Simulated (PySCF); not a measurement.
C11H26O3Si10: Orbital levels and atomic charges

System: C11H26O3Si10 (nanocrystal SiC surface).

Cartesian coordinates (Å):
```
  1 C    -2.026   -2.230    2.230
  2 C    -2.049    0.000    0.000
  3 C    -2.024    2.232   -2.230
  4 C     0.173    0.007   -2.191
  5 C     0.180   -2.189    4.372
  6 Si    1.280   -1.149    3.222
  7 Si   -0.930   -3.327    3.327
  8 C     0.173   -0.007    2.191
  9 C     0.172   -2.191    0.007
 10 Si    1.257   -1.038   -1.038
 11 Si    1.280   -3.222    1.148
 12 Si   -0.960   -1.106    1.106
 13 C     0.180   -4.373    2.189
 14 C     0.183    4.373   -2.189
 15 C     0.181    2.189   -4.372
 16 Si    1.281    1.148   -3.222
 17 Si   -0.928    3.328   -3.327
 18 C     0.174    2.191   -0.007
 19 Si    1.282    3.221   -1.148
 20 Si    1.257    1.038    1.038
 21 Si   -0.959    1.106   -1.106
 22 O     1.998   -2.196    2.195
 23 O     1.965   -0.001    0.000
 24 O     1.999    2.194   -2.195
 25 H    -2.678   -1.620    2.849
 26 H    -2.678   -2.849    1.620
 27 H    -2.702   -0.613   -0.614
 28 H    -2.703    0.614    0.613
 29 H    -2.677    1.621   -2.849
 30 H    -2.676    2.851   -1.619
 31 H    -0.411   -0.636   -2.846
 32 H     0.809   -2.794    5.021
 33 H    -0.416   -1.555    5.023
 34 H     2.428   -0.524    3.885
 35 H    -1.741   -4.206    4.206
 36 H    -0.411    0.636    2.846
 37 H    -0.412   -2.846   -0.636
 38 H     2.402   -1.688   -1.687
 39 H     2.427   -3.886    0.524
 40 H     0.809   -5.021    2.794
 41 H    -0.416   -5.023    1.555
 42 H     0.812    5.021   -2.794
 43 H    -0.412    5.024   -1.555
 44 H     0.810    2.793   -5.022
 45 H    -0.415    1.555   -5.023
 46 H     2.428    0.523   -3.886
 47 H    -1.738    4.207   -4.206
 48 H    -0.410    2.846    0.636
 49 H     2.430    3.884   -0.524
 50 H     2.403    1.687    1.688
```

Method: B3LYP/6-31G*, gas phase, PySCF, fitting set def2-universal-JFIT up to Ne and JKFIT beyond, grid level 1.

(1) Give the orbital energies near the gap.

(2) Give the partial charges of the non-hydrogen atoms.

Answers

(1) 
| orbital | eV |
| --- | --- |
| HOMO-4 | -7.34 |
| HOMO-3 | -7.27 |
| HOMO-2 | -7.24 |
| HOMO-1 | -7.17 |
| HOMO | -6.44 |
| LUMO | 0.34 |
| LUMO+1 | 0.64 |
| LUMO+2 | 0.75 |
| LUMO+3 | 0.82 |

(2) 
| atom | Mulliken | IAO | Hirshfeld |
| --- | --- | --- | --- |
| C1 | -0.66 | -0.81 | -0.24 |
| C2 | -0.64 | -0.80 | -0.24 |
| C3 | -0.66 | -0.81 | -0.24 |
| C4 | -0.73 | -0.96 | -0.28 |
| C5 | -0.69 | -0.83 | -0.24 |
| Si6 | 0.78 | 1.13 | 0.39 |
| Si7 | 0.56 | 0.92 | 0.33 |
| C8 | -0.73 | -0.96 | -0.28 |
| C9 | -0.73 | -0.96 | -0.28 |
| Si10 | 0.80 | 1.12 | 0.38 |
| Si11 | 0.78 | 1.13 | 0.39 |
| Si12 | 0.64 | 1.04 | 0.35 |
| C13 | -0.69 | -0.83 | -0.24 |
| C14 | -0.69 | -0.83 | -0.24 |
| C15 | -0.69 | -0.83 | -0.24 |
| Si16 | 0.78 | 1.13 | 0.39 |
| Si17 | 0.56 | 0.92 | 0.33 |
| C18 | -0.73 | -0.96 | -0.28 |
| Si19 | 0.78 | 1.13 | 0.39 |
| Si20 | 0.80 | 1.12 | 0.38 |
| Si21 | 0.64 | 1.04 | 0.35 |
| O22 | -0.65 | -0.88 | -0.31 |
| O23 | -0.66 | -0.88 | -0.30 |
| O24 | -0.65 | -0.88 | -0.31 |
